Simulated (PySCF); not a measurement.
**Shapes and spin states of CoCl2**

Computed with PySCF, PBE0, basis Co def2-TZVP, Cl def2-TZVP (no relativity, density fitting).

Relaxations began from a few typed shapes and spin states; open shells are unrestricted. The search is not exhaustive: other isomers or separated fragments can lie lower, and high-lying points may rest on an excited occupation.

```tsv
spin	group	bonds	angles	imaginary modes (cm⁻¹)	ΔE (kJ/mol)	ΔE with ZPE (kJ/mol)
quartet	D∞h	Co–Cl 2.089 Å (×2)	Cl–Co–Cl 180.0°	none	0.0	0.0
broken-symmetry Ms = 1/2 (⟨S²⟩ 1.76)	D∞h	Co–Cl 2.098 Å (×2)	Cl–Co–Cl 180.0°	none	103.4	103.6
broken-symmetry Ms = 1/2 (⟨S²⟩ 1.76)	D∞h	Co–Cl 2.080 Å (×2)	Cl–Co–Cl 180.0°	none	103.8	103.8
```

The lowest minimum found is the quartet D∞h: Co–Cl 2.089 Å (×2); Cl–Co–Cl 180.0°.

Formally Co is in oxidation state +2, d7, with 3 unpaired electrons (the high-spin count). The Mulliken spin on Co is 2.72. The polar-tensor charge on Co, 1.13, is far below the formal one.

For the lowest minimum: other spin states or occupations of the open shell can lie lower.

The electron or spin density has lower symmetry than the nuclear frame for the broken-symmetry Ms = 1/2 (⟨S²⟩ 1.76) D∞h at 103.4 kJ/mol, broken-symmetry Ms = 1/2 (⟨S²⟩ 1.76) D∞h at 103.8 kJ/mol.
